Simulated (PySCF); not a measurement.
# Deuteron quadrupole couplings in `C=CCCN(C)C`

Species: C6H13N.
Atom-mapped SMILES: `[CH2:1]=[CH:2][CH2:3][CH2:4][N:5]([CH3:6])[CH3:7]` (hydrogens: H8, H9 on C1; H10 on C2; H11, H12 on C3; H13, H14 on C4; H15, H16, H17 on C6; H18, H19, H20 on C7)

Cartesian coordinates in Å at the GFN2-xTB level; atoms count from 1:
```xyz
20
C6H13N angstrom
C      3.2680   -0.3364   -0.1108
C      2.2487    0.1277    0.5879
C      0.8997    0.4243    0.0238
C     -0.1722   -0.4527    0.7088
N     -1.5277   -0.3227    0.2204
C     -2.0984    0.9928    0.4037
C     -1.7229   -0.8094   -1.1271
H      3.1917   -0.5177   -1.1707
H      4.2229   -0.5472    0.3396
H      2.3521    0.3017    1.6518
H      0.8973    0.2388   -1.0515
H      0.6598    1.4769    0.1975
H     -0.1866   -0.2186    1.7781
H      0.1134   -1.5031    0.6003
H     -3.1727    0.9344    0.2269
H     -1.9337    1.3165    1.4303
H     -1.6811    1.7497   -0.2782
H     -1.2944   -0.1516   -1.8984
H     -1.2754   -1.7974   -1.2211
H     -2.7936   -0.8956   -1.3144
```

Level: PBE0/pcSseg-1 (PySCF, non-relativistic); Q(2H) = 0.00286 b; rigid geometry, the same for H and D, with no vibrational averaging.

**Question.** Rank these positions by the coupling χzz of a deuteron there, largest first.
A. H18 (methyl hydrogen)
B. H10 (vinylic hydrogen)
C. H8 (vinylic hydrogen)
D. H16 (methyl hydrogen)
E. H12 (methylene hydrogen)
F. H13 (methylene hydrogen)

**Answer.** C (226 kHz), B (217 kHz), D (208 kHz), E (203 kHz), F (199 kHz), A (193 kHz).

**Question.** Give the electric field gradient Vzz (the principal value of largest size), its asymmetry and the 2H coupling at each hydrogen.

**Answer.** 
| atom | bonded to | bond length (Å) | Vzz (au) | η | χzz (kHz) |
| --- | --- | --- | --- | --- | --- |
| H8 | C1 | 1.078 | 0.3362 | 0.06 | 226 |
| H9 | C1 | 1.077 | 0.3392 | 0.05 | 228 |
| H10 | C2 | 1.083 | 0.3232 | 0.05 | 217 |
| H11 | C3 | 1.091 | 0.3053 | 0.03 | 205 |
| H12 | C3 | 1.093 | 0.3024 | 0.01 | 203 |
| H13 | C4 | 1.095 | 0.2962 | 0.05 | 199 |
| H14 | C4 | 1.094 | 0.2957 | 0.05 | 199 |
| H15 | C6 | 1.090 | 0.3068 | 0.05 | 206 |
| H16 | C6 | 1.089 | 0.3094 | 0.06 | 208 |
| H17 | C6 | 1.101 | 0.2867 | 0.05 | 193 |
| H18 | C7 | 1.101 | 0.2876 | 0.05 | 193 |
| H19 | C7 | 1.089 | 0.3094 | 0.06 | 208 |
| H20 | C7 | 1.090 | 0.3067 | 0.05 | 206 |

**Question.** How does χzz go with the bond length over the 13 C–H bonds?

**Answer.** A straight-line fit has a slope of -14.8 kHz for each 0.01 Å, with a correlation coefficient of -0.99, over lengths from 1.077 to 1.101 Å. The longer bonds have the smaller couplings here.

**Question.** A static deuteron (I = 1) shows a doublet split by (3/2)χ, (3/4)χ(1 + η) and (3/4)χ(1 − η) with the field along z, y and x of the gradient. What are these for H9?

**Answer.** With |χ| = 228.0 kHz and η = 0.052: 342, 180 and 162 kHz, to first order and without motion.

Isolated species at its GFN2-xTB geometry (one conformer only). GFN2-xTB bond lengths can be off by several hundredths of an ångström, more for odd bonds, and the gradients follow them. The basis is small and wasn't made for field gradients, so the couplings can be 20 % off.
